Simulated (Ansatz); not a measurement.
Cost and result up the ladder for B₆P₆H₂₂, a cluster cut from zinc blende BP (hydrogen-capped) (34 atoms). Total charge 0; singlet. Geometry: r2SCAN-D4/def2-SVP.

| atom | x (Å) | y (Å) | z (Å) |
| --- | --- | --- | --- |
| B1 | -1.015 | 3.373 | 0.088 |
| B2 | -1.205 | -0.837 | -2.055 |
| B3 | 1.994 | 2.580 | 1.336 |
| B4 | 1.753 | -1.619 | -0.829 |
| B5 | -0.302 | 0.213 | 0.865 |
| B6 | -0.594 | -3.981 | -1.104 |
| P7 | 0.551 | 3.873 | 1.134 |
| P8 | 0.306 | -0.301 | -0.929 |
| P9 | -1.626 | 1.643 | 0.738 |
| P10 | -1.865 | -2.524 | -1.341 |
| P11 | 1.200 | 0.899 | 1.909 |
| P12 | 0.962 | -3.271 | -0.170 |
| H13 | -0.619 | 3.180 | -1.048 |
| H14 | -1.894 | 4.205 | 0.185 |
| H15 | -0.762 | -1.091 | -3.161 |
| H16 | -2.089 | 0.001 | -2.057 |
| H17 | 2.430 | 2.378 | 0.216 |
| H18 | 2.820 | 2.963 | 2.140 |
| H19 | 2.113 | -1.850 | -1.969 |
| H20 | 2.651 | -1.252 | -0.092 |
| H21 | -0.787 | -0.756 | 1.420 |
| H22 | -0.201 | -4.253 | -2.225 |
| H23 | -1.089 | -4.913 | -0.502 |
| H24 | 1.090 | 5.065 | 0.592 |
| H25 | 0.150 | 4.357 | 2.409 |
| H26 | 0.858 | 0.867 | -1.516 |
| H27 | -2.705 | 1.189 | -0.055 |
| H28 | -2.278 | 1.773 | 1.994 |
| H29 | -2.920 | -2.994 | -2.163 |
| H30 | -2.598 | -2.309 | -0.142 |
| H31 | 2.197 | -0.103 | 1.976 |
| H32 | 0.816 | 0.958 | 3.276 |
| H33 | 1.955 | -4.282 | -0.144 |
| H34 | 0.701 | -3.181 | 1.224 |

Ansatz on 4 threads of Arm Neoverse V1 on a shared host. Times are rough, and most runs start from the orbitals of an earlier one. PBE0-D4/def2-SVP serves as the yardstick here, not as an exact answer. Binding counts from free atoms at the same level (B doublet, P quartet, H doublet; other spins of the atoms weren't run), without zero-point energy.

Correlated methods freeze 36 core orbitals.

```tsv
level	functions	wall time	binding energy per atom (eV)	difference from PBE0-D4/def2-SVP (eV)
PBE-D4/def2-SVP (with forces)	302	13 s	3.39	0.02
MP2/def2-SVP	302	19 s	3.11	-0.26
r2SCAN-D4/def2-SVP	302	21 s	3.36	-0.01
PBE0-D4/def2-SVP	302	24 s	3.37	0.00
```
